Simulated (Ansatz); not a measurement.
`F[Si](F)(F)S[Si](F)(F)F` and `CS[Si](F)(F)F` differ in one atom or group.

Ansatz, PBE0-D4/def2-TZVP geometries, multiplicity 1. Each molecule was computed in one conformer, which needn't be the lowest.

```tsv
property	`F[Si](F)(F)S[Si](F)(F)F`
LUMO energy (ωB97M-V/def2-TZVPP) / eV	1.65
HOMO energy (B3LYP/def2-TZVPP) / eV	-8.93
LUMO energy (PBE0/def2-TZVPP) / eV	-0.29
HOMO energy (PBE/def2-TZVPP) / eV	-7.85
zero-point energy (PBE0-D4/def2-TZVP) / kJ/mol	58.7
HOMO energy (ωB97M-V/def2-TZVPP) / eV	-11.41
```

Task: What does the change do to each property? (Estimate.)

Result: Ansatz gave: 
| property | `CS[Si](F)(F)F` | shift |
| --- | --- | --- |
| LUMO energy (ωB97M-V/def2-TZVPP) / eV | 1.70 | 0.05 |
| HOMO energy (B3LYP/def2-TZVPP) / eV | -7.58 | 1.35 |
| LUMO energy (PBE0/def2-TZVPP) / eV | -0.21 | 0.08 |
| HOMO energy (PBE/def2-TZVPP) / eV | -6.54 | 1.31 |
| zero-point energy (PBE0-D4/def2-TZVP) / kJ/mol | 129.1 | 70.4 |
| HOMO energy (ωB97M-V/def2-TZVPP) / eV | -10.04 | 1.37 |

With PBE0 the HOMO rises by 1.39 eV and the LUMO rises by 0.08 eV, so the gap narrows by about 1.31 eV. PBE moves the HOMO by 1.31 eV and ωB97M-V by 1.37 eV.

B3LYP here is the variant with VWN-RPA as its local correlation; programs differ in this.
